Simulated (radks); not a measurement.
The numbers below are computed, except where a source is named.
Species: the rhenium ion Re3+. Configuration: [Xe] 4f14 5d2 6p2 (not the ground configuration).

Level of theory: scalar-relativistic Kohn-Sham, LDA (Slater exchange, Perdew-Wang correlation), spin-unpolarised, spherical densities, point nucleus (a radial shooting solver on a logarithmic mesh with Libxc functionals).

Energy parts (eV):
total: -453876.08
kinetic: 501557.79
electron-nucleus: -1120995.77
Hartree: 174251.87
exchange-correlation: -8689.97

Orbitals (lengths in bohr, moments of r in powers of bohr; r(90%) holds 90 % of the orbital's charge):
| orbital | occ. | eigenvalue (eV) | <1/r> | r(90%) | <r^4> | <r^2> |
|---|---|---|---|---|---|---|
| 1s | 2 | -71648.60 | 88.73 | 0.0329 | 5.464e-07 | 0.0004483 |
| 2s | 2 | -12457.61 | 20.76 | 0.118 | 0.00008178 | 0.006882 |
| 2p | 6 | -10880.37 | 18.75 | 0.111 | 0.00006459 | 0.005711 |
| 3s | 2 | -2914.917 | 7.686 | 0.290 | 0.002999 | 0.04463 |
| 3p | 6 | -2449.945 | 7.082 | 0.296 | 0.003238 | 0.04545 |
| 3d | 10 | -1922.146 | 6.689 | 0.278 | 0.002496 | 0.03766 |
| 4s | 2 | -639.7646 | 3.275 | 0.633 | 0.06980 | 0.2194 |
| 4p | 6 | -487.1980 | 2.972 | 0.681 | 0.09315 | 0.2501 |
| 4d | 10 | -295.8140 | 2.648 | 0.749 | 0.1351 | 0.2898 |
| 4f | 14 | -83.1212 | 2.169 | 0.948 | 0.3783 | 0.4129 |
| 5s | 2 | -125.3184 | 1.309 | 1.47 | 2.009 | 1.177 |
| 5p | 6 | -86.1605 | 1.118 | 1.70 | 3.647 | 1.563 |
| 5d | 2 | -40.8175 | 0.8129 | 2.37 | 13.43 | 2.879 |
| 6p | 2 | -25.3043 | 0.4460 | 4.06 | 118.0 | 9.126 |

The highest occupied level is 6p at -25.304 eV. Summed over all electrons, <r^2> = 47.15 bohr^2, which gives a Langevin (diamagnetic) susceptibility term of -37.3 x 10^-6 cm^3/mol.
